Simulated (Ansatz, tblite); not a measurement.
Removing and adding an electron: Cu4 (the lowest singlet isomer of a short search). Total charge 0; singlet. Geometry: PBE-D4/def2-SVP. Ansatz, gas phase; energy differences of separate SCF runs; the oxidised species was run as a doublet alone; the reduced species was run as a doublet alone.

```xyz
4

Cu    0.298    1.026   -0.390
Cu   -0.298   -1.026    0.390
Cu   -1.722    0.069   -1.138
Cu    1.722   -0.069    1.138
```

The xTB rows come from tblite. The structure comes from a short search, and lower isomers may exist.

| level | −HOMO (eV) | vertical IE (eV) | −LUMO (eV) | vertical EA (eV) | HOMO–LUMO gap (eV) | IE − EA (eV) | remarks |
| --- | --- | --- | --- | --- | --- | --- | --- |
| GFN1-xTB | 11.29 | 13.69 | 10.17 | 7.63 | 1.11 | 6.06 | – |
| GFN2-xTB | 8.18 | 10.15 | 5.46 | 3.73 | 2.72 | 6.42 | – |
| PBE-D4/def2-TZVP | 4.49 | 6.88 | 3.54 | – | 0.95 | – | – |
| PBE-D4/def2-TZVPD | 4.50 | – | 3.55 | 1.50 | 0.95 | – | HOMO above zero (-1 doublet) |
| r2SCAN-D4/def2-TZVP | 4.47 | 6.70 | 3.32 | – | 1.15 | – | – |
| r2SCAN-D4/def2-TZVPD | 4.48 | – | 3.33 | 1.50 | 1.15 | – | HOMO above zero (-1 doublet) |
| PBE0-D4/def2-TZVP | 4.86 | 6.51 | 2.62 | – | 2.24 | – | – |
| PBE0-D4/def2-TZVPD | 4.87 | – | 2.63 | 1.26 | 2.24 | – | HOMO above zero (-1 doublet) |

   A HOMO above zero means that the electron is unbound at that level or that self-interaction error raises the level; the energy of removing that electron tells which. Raw xTB energy differences between charge states are shifted by several eV; the methods need an empirical correction for them.
